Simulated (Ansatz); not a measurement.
CH6ClSbSi (`C[SiH](Cl)[SbH2]`), relaxed with RKS PBE-D4/def2-SVP in the Gaussian-basis code of Ansatz from a rough embedded geometry. The force threshold is 0.03 eV/Å; the program also tests the step.

Total charge 0; spin multiplicity 1. Sb: def2 effective core potential.

Start:

```xyz
10

C     1.011   -0.800   -0.076
Si   -0.699   -0.395   -0.523
Cl   -1.923   -1.855    0.302
Sb   -1.355    1.883    0.459
H     1.350   -1.789   -0.477
H     1.744    0.008   -0.517
H     1.169   -0.771    1.036
H    -0.873   -0.375   -1.945
H     0.182    2.604   -0.207
H    -0.605    1.489    1.948
```

Problem. How much energy does the relaxation release, and in how many steps? (Best estimate.)

Solution. Computed: 23.80 kJ/mol, in 6 steps.

Problem. Which bonds change most? (Estimate.)

Solution. Computed: Sb4–H9 from 1.823 to 1.739 Å; Si2–H8 from 1.432 to 1.507 Å; C1–Si2 from 1.813 to 1.882 Å; C1–H6 from 1.177 to 1.109 Å.

Problem. Give the relaxed structure. (An estimate is asked.)

Solution. The calculation gave: 
```xyz
10

C     1.103   -0.831   -0.075
Si   -0.668   -0.358   -0.499
Cl   -1.957   -1.811    0.303
Sb   -1.426    1.940    0.462
H     1.338   -1.838   -0.477
H     1.808   -0.097   -0.517
H     1.252   -0.844    1.022
H    -0.873   -0.364   -1.992
H     0.029    2.655   -0.167
H    -0.604    1.548    1.940
```
